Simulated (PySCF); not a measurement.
# Correlation energy of K³⁺ (potassium, charge +3)

[Ne] 3s2 3p4, high-spin 3P determinant. Computed with PySCF 2.14 in cc-pVDZ-X2C, with the spin-free X2C one-electron Hamiltonian (Gaussian nucleus). Frozen: [Ne] 3s2; 4 electrons correlated.

Total MP2 correlation energy: -0.80 mhartree.

Same-spin part -0.32 and opposite-spin part -0.48 mhartree; SCS-MP2 scales them by 1/3 and 6/5 to -0.68 mhartree.

```csv
level,correlation energy (mhartree)
CCSD,-0.84
(T),0.00
CCSD(T),-0.84
```

Diagnostics: T1 = 0.00016, D1 = 0.0003, largest double amplitude 0.005.

Question: Is a single reference adequate?

Answer: Yes: T1 lies below 0.03 and no double amplitude reaches 0.07.
